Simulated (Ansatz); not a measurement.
Cartesian coordinates in Å:
```
N -0.6512 -0.5512 -0.9355
In 0.3477 0.4424 0.4853
Cl -0.8044 1.4267 2.2310
Br 2.7511 0.8687 0.3319
H -0.1146 -1.2245 -1.4641
H -1.5285 -0.9622 -0.6485
```

The species carries charge 0 and has multiplicity 1. In takes the def2 core potential.

Task: List the r2SCAN/def2-TZVPP orbital energies in eV (the Gaussian-basis code of Ansatz). (Best estimate.)

Result: The calculation gave: Occupied: -13121.96, -2753.16, -1695.18, -1525.94, -1525.89, -1525.88, -385.64, -254.51, -234.83, -193.05, -192.92, -192.91, -175.05, -174.86, -174.84, -126.63, -83.33, -83.13, -83.02, -68.88, -68.83, -68.82, -68.68, -68.68, -22.69, -21.55, -21.02, -20.51, -20.43, -20.10, -19.72, -19.25, -12.65, -11.59, -9.50, -8.99, -8.29, -7.96, -7.75, -7.59, -6.97. Lowest empty: -2.78, -1.61, 0.37, 0.64, 1.90, 2.01, 2.18, 2.89.
